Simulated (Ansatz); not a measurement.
Reaction (isomerisation): `NC1C[SiH2]1` → `CC(=N)[SiH3]`

Isolated molecules relaxed with PBE0-D4/def2-TZVP in Ansatz; ΔE leaves out vibrations. CCSD(T)/CBS is the MP2 limit (def2-TZVPP, def2-QZVPP) plus CCSD(T) − MP2 in def2-TZVPP, frozen cores. Functionals use def2-TZVPP. Each species was taken in one conformer, which may not be the lowest.

| species | LC-ωPBE energy (Eh) |
| --- | --- |
| `NC1C[SiH2]1` | -424.50554 |
| `CC(=N)[SiH3]` | -424.52280 |

(1) Work out ΔE.

Largest T1 diagnostic among the species: 0.012.

Results:

(1) ΔE = (-424.52280) − (-424.50554) = -0.01726 Eh = -45.3 kJ/mol. CCSD(T)/CBS gives -64.9 kJ/mol.

From PBE to PBE0 (25 % exact exchange), in def2-TZVPP and without D4, ΔE moves by +5.7 kJ/mol. Leaving LDA and LC-ωPBE aside and taking each functional with its dispersion term where it has one, the values, not all of them listed here, spread over 31.6 kJ/mol, from BLYP-D4 to PBE0-D4. LDA lies +25.3 kJ/mol from PBE without D4. At CCSD(T), def2-SVP lies −14.8 kJ/mol from the extrapolated value and def2-TZVPP −4.8 kJ/mol.
